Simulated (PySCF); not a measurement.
Correlation energy of Pt⁺ (platinum, charge +1)

[Xe] 4f14 5d9, 2D determinant. Computed with PySCF 2.14 in def2-QZVPPD with the def2 core potential (60 electrons) (7s5p4d4f2g, 88 functions), with a scalar-relativistic core potential. Frozen: nothing; 17 electrons correlated.

```csv
level,correlation energy (mhartree)
CCSD,-528.38
(T),-17.80
CCSD(T),-546.18
```

Diagnostics: T1 = 0.014, D1 = 0.0748, largest double amplitude 0.038.

Spin-orbit coupling, absent here, splits the open shell strongly.

Cost of the coupled-cluster step: of the order of 90 core-seconds, for 17 correlated electrons.

The basis has no tight functions for the innermost shells, so their pair energies are far from complete.

This basis was not built for core-valence correlation, so the inner-shell part is incomplete.
